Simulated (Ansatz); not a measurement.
Molecule: sum formula HBOF, charge 1, multiplicity 1. It need not be the lowest isomer of its formula. SMILES: FB=[OH+]
Structure (B3LYP-D3(BJ)/def2-TZVP (Ansatz, a program for electronic structure) minimum search):
```xyz
4

F     -1.2127     0.2744    -0.2794
B     -0.0313    -0.0029    -0.0216
O      1.1394    -0.2201     0.3170
H      1.9559    -0.6944     0.0867
```
Charge +1, spin multiplicity 1.

Property: vertical electron affinity (to the doublet state of charge +0; a negative value means that the extra electron is unbound and the number depends on the basis; each state is the SCF solution reached for its spin), in eV. Cores are frozen in the correlated levels unless marked. UHF or UKS for open shells. No spin-orbit coupling. No relativistic terms. CBS(X,Y): correlation extrapolated as X^-3; Hartree-Fock from the larger set. The bracket is a focal-point correction in the basis named.

RI-MP2/CBS(aug-cc-pVTZ,aug-cc-pVQZ)+[CCSD(T)-MP2]/aug-cc-pVTZ (Ansatz) gives 5.19 eV.

Task: Another calculation gave 5.23 eV. Which level was it?
A. SVWN5/def2-TZVPD (Ansatz)
B. wB97X-V/def2-TZVPD (Ansatz)
C. B2PLYP/def2-TZVPD (Ansatz)
D. PBE/def2-TZVPD (Ansatz)

Result: C, B2PLYP/def2-TZVPD (Ansatz). The others give 5.06 (wB97X-V), 5.57 (SVWN5), 5.45 (PBE) eV.
